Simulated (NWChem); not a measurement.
# AlHOBrF; SMILES [Al]([OH])([Br])[F]

```xyz
5

Al     0.1096    -0.8884     0.0000
F     -1.2047    -1.8891     0.0000
Br    -0.1826     1.3355     0.0000
O      1.6869    -1.5158     0.0000
H      1.8350    -2.4703     0.0000
```
Atoms are numbered in this order, from 1.

Results from NWChem. Pople sets run with spherical d functions. Coordinates come from a B3LYP/6-31G* (spherical d) optimisation. Vzz is the largest principal value of the second derivative of the potential at the nucleus (NWChem prints the opposite sign); η is the asymmetry. Non-relativistic.

| level | Vzz Al1 (a.u.) | η Al1 | Vzz Br3 (a.u.) | η Br3 | Vzz O4 (a.u.) | η O4 |
|---|---|---|---|---|---|---|
| PBE0/6-31G* | 0.690 | 0.40 | 3.307 | 0.22 | 1.297 | 0.26 |
| PBE0/def2-TZVP | 0.943 | 0.35 | 3.289 | 0.25 | 1.311 | 0.21 |
| PBE/def2-SVP | … | 0.37 | … | 0.23 | 1.316 | 0.23 |
| PBE/cc-pVTZ | 0.931 | 0.33 | 3.210 | 0.26 | 1.279 | 0.20 |

**Question.** Fill in the missing entries.

**Answer.** 
- PBE/def2-SVP, Vzz Al1 (a.u.): 0.651
- PBE/def2-SVP, Vzz Br3 (a.u.): 3.375
